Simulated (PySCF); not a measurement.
**Correlation energy of P⁺ (phosphorus, charge +1)**

[Ne] 3s1 3p2 4s1, high-spin 5P determinant (an excited configuration). Calculation: PySCF 2.14, in aug-cc-pV(Q+d)Z with one added diffuse shell each of s, p, d, f, g type (8s7p6d4f3g, 114 functions); no relativity, point nucleus. Frozen: [Ne]; 4 electrons correlated.

MP2 pair energies summed by pair of shells (mhartree):

```csv
pair,energy,share (%)
3p-3p,-6.99,37.1
3p-4s,-6.12,32.5
3s-3p,-4.02,21.3
3s-4s,-1.72,9.1
```

Total MP2 correlation energy: -18.86 mhartree.

Same-spin part -18.86 and opposite-spin part 0.00 mhartree; SCS-MP2 scales them by 1/3 and 6/5 to -6.29 mhartree.
